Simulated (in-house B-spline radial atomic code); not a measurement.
Values are calculated unless marked as measured or tabulated.
**What the choice of pseudopotential does to G0W0 on PBE0: In⁺**

All numbers come from an all-electron radial atomic-structure program (B-spline basis), non-relativistic (model numbers for so heavy an element), configuration [Kr] 4d10 5s2, open shells at high spin. Semilocal Troullier-Martins pseudo-atoms, one channel per l, are made with PBE or LDA for several valence sets and radii, with or without a model core, and set against the all-electron atom. One channel fits only the lowest state of its l, so a second state of that l is approximate. All electrons give 5s: PBE0 -15.015 eV, G0W0 -18.260 eV, 4d: PBE0 -29.708 eV, G0W0 -34.44 eV. Potentials are made in the ion's own configuration unless the neutral atom is named, and a smooth local potential serves every l without a channel. Potentials that miss their own reference levels by more than 6 millihartree, or need radii over 3.5 bohr, are left out. Columns give pseudo minus all-electron, in eV; a dash marks a level in the core or of low weight.

| valence | made with | radii (bohr) | model core (bohr) | 5s PBE0 | 5s G0W0 | 4d PBE0 | 4d G0W0 |
| --- | --- | --- | --- | --- | --- | --- | --- |
| 5s | PBE, neutral atom | s 2.03 p 2.63 | none | -0.05 | +0.25 | - | - |
| 5s | PBE, neutral atom | s 2.59 p 3.36 | none | -0.06 | +0.27 | - | - |
| 5s | LDA | s 2.21 p 2.64 | 2.08 | +0.23 | +0.60 | - | - |
| 4d 5s | PBE, neutral atom | s 2.59 p 3.36 d 1.07 | none | -0.17 | -0.56 | +1.10 | +3.17 |
| 4d 5s | PBE, neutral atom | s 1.80 p 2.33 d 0.75 | 0.75 | -0.20 | -0.57 | - | - |
| 4d 5s | PBE | s 1.99 p 2.42 d 0.84 | 0.75 | -0.20 | -0.57 | +1.62 | +3.66 |
| 4d 5s | PBE, neutral atom | s 2.25 p 2.92 d 0.93 | 0.75 | -0.21 | -0.57 | +1.66 | +3.72 |
| 4p 4d 5s | LDA, neutral atom | s 2.03 p 0.74 d 0.84 | none | -0.35 | -1.06 | +0.24 | +0.67 |
| 4p 4d 5s | PBE, neutral atom | s 2.59 p 0.95 d 1.07 | none | -0.36 | -1.14 | - | - |
| 4p 4d 5s | PBE, neutral atom | s 1.80 p 0.66 d 0.75 | 0.58 | -0.45 | -1.23 | - | - |
| 4p 4d 5s | PBE, neutral atom | s 2.03 p 0.74 d 0.84 | 0.58 | -0.38 | -1.09 | - | - |
| 4p 4d 5s | PBE, neutral atom | s 2.25 p 0.83 d 0.93 | 0.58 | -0.36 | -1.06 | - | - |
| 4p 4d 5s | PBE | s 2.54 p 0.95 d 1.07 | 0.58 | -0.35 | -1.11 | +0.53 | +1.05 |
| 4s 4p 4d 5s | PBE, neutral atom | s 0.92 p 0.95 d 1.07 | none | -0.17 | -0.17 | -0.05 | -0.16 |

How does the G0W0 shift of 5s, which all sets hold, depend on the valence set?

Mean size: 4s 4p 4d 5s: 0.17 eV; 5s: 0.37 eV; 4d 5s: 0.57 eV; 4p 4d 5s: 1.12 eV. A semicore state feels strong exchange with the other subshells of its n, so the gain is largest when that whole shell is in the valence. A larger valence set can do worse when it takes only part of a shell, whose exchange with the frozen rest is then left to the functional. The means mix radii and the functional used in making the potentials.
